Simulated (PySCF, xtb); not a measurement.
TeBr2, SMILES Br[Te]Br.

GFN2-xTB run with xtb 6.7.1 at its own geometry gives an orbital gap of 2.89 eV and a dipole moment of 5.98 D.

The structure is a stationary point at B3LYP-D3(BJ)/def2-SVP. The def2 effective core potentials stand for the cores of Te; spin–orbit coupling is left out.

What does PBE/def2-TZVPD (PySCF) give? (The exact figures need the calculation; the answer reports its results.)

gap 1.54 eV (levels -5.58 and -4.04 eV), dipole 1.48 D.
